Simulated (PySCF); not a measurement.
FH5OSi3. Atoms are numbered in the order given.

```xyz
10

F     -2.4205    -0.5452     0.0000
Si    -1.0994     0.4402     0.0000
Si     0.7494    -0.0529     1.4074
O      1.7282    -0.1118     0.0000
Si     0.7494    -0.0529    -1.4074
H     -1.6017     1.8610     0.0000
H      1.2593     1.0049     2.3479
H      0.7254    -1.3754     2.1248
H      0.7254    -1.3754    -2.1248
H      1.2593     1.0049    -2.3479
```

Geometry optimised at PBE-D3(BJ)/def2-SVP. The structure was generated by enumeration, and PubChem lists no compound with its InChIKey, so it may never have been made.

Method: PBE/pcSseg-1 (PySCF).

GIAO shieldings, no solvent; atoms listed in one row are averaged. δ = σ(ref) − σ: ¹⁹F against CFCl3 (σ = 133.6 ppm); ²⁹Si against TMS (σ = 335.4 ppm); ¹⁷O against H2O (σ = 334.3 ppm); ¹H against TMS (σ = 31.49 ppm), references at their B3LYP-D3(BJ)/def2-TZVP geometries, non-relativistic.

Problem. Estimate the chemical shifts. (An estimate is asked for; the answer gives what the named calculation found.)

Solution. 
| nucleus | atoms | count | δ (ppm) |
|---|---|---|---|
| ¹⁹F | F1 | 1 | -252.7 |
| ²⁹Si | Si2 | 1 | 62.5 |
| ²⁹Si | Si3, Si5 | 2 | 22.0 |
| ¹⁷O | O4 | 1 | 64.4 |
| ¹H | H6 | 1 | 7.34 |
| ¹H | H9, H8 | 2 | 6.62 |
| ¹H | H10, H7 | 2 | 6.49 |
